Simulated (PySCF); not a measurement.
Species: CH6GeNOP.
Numbering: `[O:1]=[CH:2][NH:3][GeH2:4][PH2:5]` (hydrogens: H6 on C2; H7 on N3; H8, H9 on Ge4; H10, H11 on P5)

Computed by this run: PBE0-D3(BJ)/def2-SVP geometry optimisation, gas phase (PySCF 2.14.0); density fitting, grid level 1; the optimiser is geomeTRIC in internal coordinates, started from a GFN2-xTB structure with every atom displaced at random (about 0.01 Å).

Step 0: E = -70450.2100 eV
```
atom  x, y, z in Å  |  force x, y, z in eV/Å
O1      1.0965   -1.0447   -1.0501   -0.393  -0.654  -0.666
C2      1.7215   -0.3702   -0.2648    0.485  -0.186   0.022
N3      1.1360    0.6196    0.4105    1.469   0.491   1.046
Ge4    -0.6375    0.7563   -0.0208   -0.869   0.591   0.378
P5     -1.7111   -1.1643    0.7080    0.402   0.616   1.298
H6      2.7923   -0.5537   -0.0798    0.427   0.063   0.161
H7      1.7015    1.1423    1.0933   -0.576  -0.234  -0.414
H8     -0.6434    1.1953   -1.4673   -0.248  -0.088  -0.503
H9     -1.0233    1.9907    0.8260   -0.238  -0.084   0.096
H10    -1.4294   -1.8526   -0.4367    0.301  -0.770  -1.215
H11    -2.9645   -0.7445    0.2665   -0.761   0.256  -0.203
```

Step 1: E = -70450.3945 eV
```
atom  x, y, z in Å  |  force x, y, z in eV/Å
O1      1.2290   -1.1194   -1.0571    0.152   0.060   0.098
C2      1.8163   -0.3997   -0.2694   -0.133  -0.106  -0.091
N3      1.1909    0.5953    0.3948   -0.495  -0.041  -0.181
Ge4    -0.6611    0.7766    0.0059    0.411   0.199   0.006
P5     -1.7507   -1.1360    0.7116   -0.050  -0.105  -0.145
H6      2.9045   -0.5199   -0.0491   -0.039   0.035   0.013
H7      1.6970    1.1536    1.0695    0.082   0.038   0.046
H8     -0.7869    1.1592   -1.4830   -0.004  -0.095   0.094
H9     -1.0786    1.9809    0.8798    0.004  -0.067   0.018
H10    -1.4828   -1.8469   -0.5024   -0.038   0.086   0.122
H11    -3.0392   -0.6694    0.2841    0.110  -0.004   0.020
```

Question: Estimate the geometry and energy of step 2. (The exact step hangs on the optimiser's Hessian estimate; all steps are aligned on step 1, rigid shifts and turns removed.)

Answer: E = -70450.4003 eV, largest force 0.513 eV/Å
```
atom  x, y, z in Å  |  force x, y, z in eV/Å
O1      1.3306   -1.1836   -1.0692   -0.178   0.344   0.226
C2      1.8275   -0.4088   -0.2743    0.372  -0.327  -0.133
N3      1.1674    0.5794    0.3656   -0.394  -0.031  -0.150
Ge4    -0.6694    0.7809    0.0090    0.165   0.112   0.077
P5     -1.7585   -1.1353    0.7071   -0.006  -0.037  -0.013
H6      2.9103   -0.4706   -0.0130    0.066   0.027   0.046
H7      1.6742    1.1430    1.0388    0.008  -0.015  -0.029
H8     -0.8187    1.1629   -1.4704   -0.020  -0.048  -0.027
H9     -1.0662    1.9717    0.9055   -0.012  -0.034   0.006
H10    -1.5190   -1.8235   -0.5184   -0.004   0.006   0.004
H11    -3.0396   -0.6419    0.3040    0.003   0.003  -0.006
```

The energy changes by -0.0058 eV. The first-order estimate −F·Δx gives -0.0284 eV and the mean of the old and new forces, exact on a quadratic surface, -0.0058 eV. The step makes an angle of 78° with the force vector and moves no atom by more than 0.121 Å.

What follows is the cost of the whole optimisation. Hardware: Arm Neoverse V2, one thread, no GPU, shared host with 192 logical CPUs at a one-minute load of 46. Cost: 41 s wall, 0.52 GiB resident at most.
